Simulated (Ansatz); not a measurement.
Reaction (cleavage of the Si–Si bond): `[AlH2][O][SiH2][SiH3]` + HBr → `[AlH2][O][SiH2]Br` + SiH₄

Gas-phase electronic energies from Ansatz, PBE0-D4/def2-TZVP geometries. CCSD(T)/CBS is the MP2 limit (def2-TZVPP, def2-QZVPP) plus CCSD(T) − MP2 in def2-TZVPP, frozen cores. This one scheme is used for every species. Functionals use def2-TZVPP. For Br outer-core shells are correlated without core-valence functions, which leaves a few kJ/mol of doubt a bond. Scalar relativity is left out up to krypton. Each species was taken in one conformer, which may not be the lowest.

CCSD(T)/CBS gives -27.8 kcal/mol.

**Question.** Another level gave -25.1 kcal/mol. Which?
A. CCSD(T)/def2-TZVPP
B. PBE/def2-TZVPP
C. B2PLYP/def2-TZVPP
D. PBE0-D4/def2-TZVPP

**Answer.** D. PBE0-D4 -25.1, PBE -23.7, B2PLYP -27.9, CCSD(T)/def2-TZVPP -26.8 kcal/mol.

Largest T1 diagnostic among the species: 0.013.

In def2-TZVPP, CCSD(T) changes the Hartree–Fock value by +4.6 kcal/mol (the triples alone add +0.4 kcal/mol) and MP2 by +1.9 kcal/mol. From PBE to PBE0 (25 % exact exchange), in def2-TZVPP and without D4, ΔE moves by −1.6 kcal/mol.

CCSD(T)/CBS has its own doubt, a few kJ/mol and more with outer-core shells, so smaller differences from it don't rank the levels.
